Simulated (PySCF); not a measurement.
Cl3Fe (SMILES [Cl][Fe]([Cl])[Cl]), sextet, geometry from GFN2-xTB (such geometries of metal compounds can be far from the true shape), with bond 3-1 at 1.6 times its length; PBE0/3-21G (PySCF).

Here is a job for PySCF.
```python
from pyscf import gto, scf, dft

mol = gto.Mole()
mol.atom = '''
    Fe   -0.090619   -0.360170   -0.204027
    Cl    1.972420   -0.043488   -0.350614
    Cl   -1.028770   -0.728249    2.988438
    Cl   -1.156863    1.184556   -1.128609
'''
mol.basis = '3-21g'
mol.charge = 0
mol.spin = 5
mol.verbose = 4
mol.build()

mf = dft.UKS(mol)
mf.xc = 'pbe0'
mf.init_guess = 'mod_huckel'
mf.kernel()
```

Output, abridged:

```
PySCF version 2.14.0

[INPUT] verbose = 4
[INPUT] num. atoms = 4
[INPUT] num. electrons = 77
[INPUT] charge = 0
[INPUT] spin (= nelec alpha-beta = 2S) = 5
[INPUT] symmetry False subgroup None
[INPUT] Mole.unit = angstrom
[INPUT] Symbol           X                Y                Z      unit          X                Y                Z       unit  Magmom
[INPUT]  1 Fe    -0.090619000000  -0.360170000000  -0.204027000000 AA   -0.171245091682  -0.680622658285  -0.385555152017 Bohr   0.0
[INPUT]  2 Cl     1.972420000000  -0.043488000000  -0.350614000000 AA    3.727333602615  -0.082180409705  -0.662564435438 Bohr   0.0
[INPUT]  3 Cl    -1.028770000000  -0.728249000000   2.988438000000 AA   -1.944093545169  -1.376191160488   5.647329360243 Bohr   0.0
[INPUT]  4 Cl    -1.156863000000   1.184556000000  -1.128609000000 AA   -2.186154233643   2.238486419210  -2.132761911719 Bohr   0.0

nuclear repulsion = 405.110816132367
number of shells = 32
number of NR pGTOs = 135
number of NR cGTOs = 66
basis = 3-21g
ecp = {}

******** <class 'pyscf.dft.uks.UKS'> ********
method = UKS
initial guess = mod_huckel
damping factor = 0
level_shift factor = 0
DIIS = <class 'pyscf.scf.diis.CDIIS'>
diis_start_cycle = 1
diis_space = 8
diis_damp = 0
SCF conv_tol = 1e-09
SCF conv_tol_grad = None
SCF max_cycles = 50
direct_scf = True
direct_scf_tol = 1e-13
number electrons alpha = 41  beta = 36
XC library pyscf.dft.libxc version 7.1.2
    S. Lehtola, C. Steigemann, M. J. T. Oliveira, and M. A. L. Marques,  SoftwareX 7, 1–5 (2018)
XC functionals = pbe0
    C. Adamo and V. Barone,  J. Chem. Phys. 110, 6158 (1999)
    M. Ernzerhof and G. E. Scuseria,  J. Chem. Phys. 110, 5029 (1999)
radial grids:
    Treutler-Ahlrichs [JCP 102, 346 (1995); DOI:10.1063/1.469408] (M4) radial grids

becke partition: Becke, JCP 88, 2547 (1988); DOI:10.1063/1.454033
pruning grids: <function nwchem_prune>
grids dens level: 3
symmetrized grids: False
atomic radii adjust function: <function treutler_atomic_radii_adjust>
small_rho_cutoff = 0
Set gradient conv threshold to 3.16228e-05
Initial guess from on-the-fly Huckel, doi:10.1021/acs.jctc.8b01089,
employing the updated GWH rule from doi:10.1021/ja00480a005.
Spherically averaged atomic HF for {'Fe', 'Cl'}

******** <class 'pyscf.scf.atom_hf.AtomSphAverageRHF'> ********
method = AtomSphAverageRHF
initial guess = minao
damping factor = 0
level_shift factor = 0
DIIS = <class 'pyscf.scf.diis.CDIIS'>
diis_start_cycle = 1
diis_space = 8
diis_damp = 0
SCF conv_tol = 1e-09
SCF conv_tol_grad = None
SCF max_cycles = 50
direct_scf = True
direct_scf_tol = 1e-13
atom = Fe
Set gradient conv threshold to 3.16228e-05
Initial guess from minao.
init E= -1253.77215749623
cycle= 1 E= -1254.7258645365  delta_E= -0.954  |g|=    0  |ddm|= 0.636
cycle= 2 E= -1254.73820186761  delta_E= -0.0123  |g|=    0  |ddm|= 0.204
cycle= 3 E= -1254.74363486201  delta_E= -0.00543  |g|=    0  |ddm|= 0.0786
cycle= 4 E= -1254.74363607005  delta_E= -1.21e-06  |g|=    0  |ddm|= 0.00233
cycle= 5 E= -1254.74363607025  delta_E= -1.94e-10  |g|=    0  |ddm|= 2.77e-05
Extra cycle  E= -1254.74363607025  delta_E= 2.27e-13  |g|=    0  |ddm|= 8.25e-07
Atomic HF for atom  Fe  converged. SCF energy = -1254.74363607025

******** <class 'pyscf.scf.atom_hf.AtomSphAverageRHF'> ********
method = AtomSphAverageRHF
initial guess = minao
damping factor = 0
level_shift factor = 0
DIIS = <class 'pyscf.scf.diis.CDIIS'>
diis_start_cycle = 1
diis_space = 8
diis_damp = 0
SCF conv_tol = 1e-09
SCF conv_tol_grad = None
SCF max_cycles = 50
direct_scf = True
direct_scf_tol = 1e-13
atom = Cl
Set gradient conv threshold to 3.16228e-05
Initial guess from minao.
init E= -456.748431230237
cycle= 1 E= -457.080088232628  delta_E= -0.332  |g|=    0  |ddm|= 0.0996
cycle= 2 E= -457.080091418687  delta_E= -3.19e-06  |g|=    0  |ddm|= 0.00543
cycle= 3 E= -457.080091531075  delta_E= -1.12e-07  |g|=    0  |ddm|= 0.000877
cycle= 4 E= -457.080091536778  delta_E= -5.7e-09  |g|=    0  |ddm|= 0.000265
cycle= 5 E= -457.080091536926  delta_E= -1.48e-10  |g|=    0  |ddm|= 4.16e-05
Extra cycle  E= -457.080091536926  delta_E= 5.68e-13  |g|=    0  |ddm|= 2.06e-07
Atomic HF for atom  Cl  converged. SCF energy = -457.080091536926

tot grids = 77544
init E= -2629.49277313298

cycle= 1 E= -2626.09314865798  delta_E=  3.4  |g|= 2.53  |ddm|= 4.21

cycle= 2 E= -2609.79646986981  delta_E= 16.3  |g|= 6.88  |ddm|= 8.45

cycle= 3 E= -2621.64243385419  delta_E= -11.8  |g|= 4.71  |ddm|=  6.4

cycle= 4 E= -2622.17556733997  delta_E= -0.533  |g|= 4.17  |ddm|= 1.48

cycle= 5 E= -2620.91383345732  delta_E= 1.26  |g|= 4.03  |ddm|= 2.67

cycle= 6 E= -2624.81949869762  delta_E= -3.91  |g|= 3.64  |ddm|= 2.66

cycle= 7 E= -2625.05516057007  delta_E= -0.236  |g|= 3.56  |ddm|= 0.922

cycle= 8 E= -2625.63055247631  delta_E= -0.575  |g|= 3.46  |ddm|= 0.319

cycle= 9 E= -2625.71910961217  delta_E= -0.0886  |g|= 3.42  |ddm|= 0.395

cycle= 10 E= -2611.84858487419  delta_E= 13.9  |g|= 4.82  |ddm|= 9.04

cycle= 11 E= -2629.89370464754  delta_E=  -18  |g|= 0.964  |ddm|= 8.83
cycle= 12 E= -2630.22909096237  delta_E= -0.335  |g|= 1.05  |ddm|= 2.14
cycle= 13 E= -2630.60003357536  delta_E= -0.371  |g|= 0.596  |ddm|= 0.769

cycle= 14 E= -2630.81254096493  delta_E= -0.213  |g|= 0.142  |ddm|= 0.715
cycle= 15 E= -2630.82449113843  delta_E= -0.012  |g|= 0.0616  |ddm|= 0.235
cycle= 16 E= -2630.82975997332  delta_E= -0.00527  |g|= 0.0184  |ddm|= 0.174
cycle= 17 E= -2630.82878464122  delta_E= 0.000975  |g|= 0.0732  |ddm|= 0.157
cycle= 18 E= -2630.82824378435  delta_E= 0.000541  |g|= 0.0815  |ddm|= 0.0271
cycle= 19 E= -2630.82827526757  delta_E= -3.15e-05  |g|= 0.081  |ddm|= 0.00309
cycle= 20 E= -2630.82861741908  delta_E= -0.000342  |g|= 0.0722  |ddm|= 0.0805
cycle= 21 E= -2630.82934511618  delta_E= -0.000728  |g|= 0.0619  |ddm|= 0.0149
cycle= 22 E= -2630.8316839922  delta_E= -0.00234  |g|= 0.0187  |ddm|= 0.101
cycle= 23 E= -2630.83215241853  delta_E= -0.000468  |g|= 0.00369  |ddm|= 0.0656
cycle= 24 E= -2630.83242214829  delta_E= -0.00027  |g|= 0.00701  |ddm|= 0.086
cycle= 25 E= -2630.83258046999  delta_E= -0.000158  |g|= 0.00519  |ddm|= 0.0539
cycle= 26 E= -2630.832745898  delta_E= -0.000165  |g|= 0.00691  |ddm|= 0.0824
cycle= 27 E= -2630.83280419349  delta_E= -5.83e-05  |g|= 0.00149  |ddm|= 0.0191
cycle= 28 E= -2630.83287574997  delta_E= -7.16e-05  |g|= 0.00217  |ddm|= 0.0518
cycle= 29 E= -2630.83290863415  delta_E= -3.29e-05  |g|= 0.00401  |ddm|= 0.0417
cycle= 30 E= -2630.83294348597  delta_E= -3.49e-05  |g|= 0.00204  |ddm|= 0.0488
cycle= 31 E= -2630.83294537322  delta_E= -1.89e-06  |g|= 0.00254  |ddm|= 0.0145
cycle= 32 E= -2630.83295021596  delta_E= -4.84e-06  |g|= 0.000731  |ddm|= 0.0185
cycle= 33 E= -2630.83295076541  delta_E= -5.49e-07  |g|= 0.000424  |ddm|= 0.00309
cycle= 34 E= -2630.83295100054  delta_E= -2.35e-07  |g|= 0.000121  |ddm|= 0.00148
cycle= 35 E= -2630.83295107078  delta_E= -7.02e-08  |g|= 0.000311  |ddm|= 0.00348
cycle= 36 E= -2630.83295114961  delta_E= -7.88e-08  |g|= 8.33e-05  |ddm|= 0.00148
cycle= 37 E= -2630.83295115933  delta_E= -9.72e-09  |g|= 1.38e-05  |ddm|= 0.000339
cycle= 38 E= -2630.83295116389  delta_E= -4.56e-09  |g|= 1.22e-05  |ddm|= 0.000246
cycle= 39 E= -2630.83295116976  delta_E= -5.87e-09  |g|= 1.3e-05  |ddm|= 0.000339
cycle= 40 E= -2630.8329511805  delta_E= -1.07e-08  |g|= 1.89e-05  |ddm|= 0.00073
cycle= 41 E= -2630.83295118691  delta_E= -6.41e-09  |g|= 1.58e-05  |ddm|= 0.000543
cycle= 42 E= -2630.83295119098  delta_E= -4.07e-09  |g|= 1.62e-05  |ddm|= 0.000475
cycle= 43 E= -2630.83295119566  delta_E= -4.68e-09  |g|= 1.39e-05  |ddm|= 0.000795
cycle= 44 E= -2630.83295119696  delta_E= -1.3e-09  |g|= 9.6e-06  |ddm|= 0.000386
cycle= 45 E= -2630.8329511975  delta_E= -5.42e-10  |g|= 8.03e-06  |ddm|= 0.00019
Extra cycle  E= -2630.83295119713  delta_E= 3.72e-10  |g|= 3.36e-05  |ddm|= 5.58e-05
converged SCF energy = -2630.83295119713  <S^2> = 8.7775319  2S+1 = 6.0091703
```
